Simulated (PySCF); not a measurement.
A compound of formula C20H27OP has these computed shifts in ppm, with the number of atoms in brackets (GIAO KT3/pcSseg-2, gas phase, PySCF SCF with an in-house response code, fitting set def2-universal-JFIT, grid level 2, non-relativistic, on the PBE0-D3(BJ)/def2-SVP geometry; 13C, 1H against isolated TMS; 17O against isolated H2O; 31P against isolated H3PO4).

1H: 7.99 (4), 7.32 (4), 7.29 (2), 2.34 (2), 2.02 (2), 1.30 (2), 1.19 (2), 1.15 (2), 1.11 (2), 1.00 (2), 0.95 (3)
13C: 138.0 (2), 128.1 (4), 127.8 (2), 125.8 (4), 39.6 (1), 34.9 (1), 34.9 (1), 34.8 (1), 34.8 (1), 30.6 (1), 25.7 (1), 17.8 (1)
17O: 67.0 (1)
31P: 1.3 (1)

(1) Which structure gave them?

Results:

(1) CCCCCCCCP(=O)(c1ccccc1)c1ccccc1 (Octyldiphenylphosphine Oxide). Other isomers were not compared.
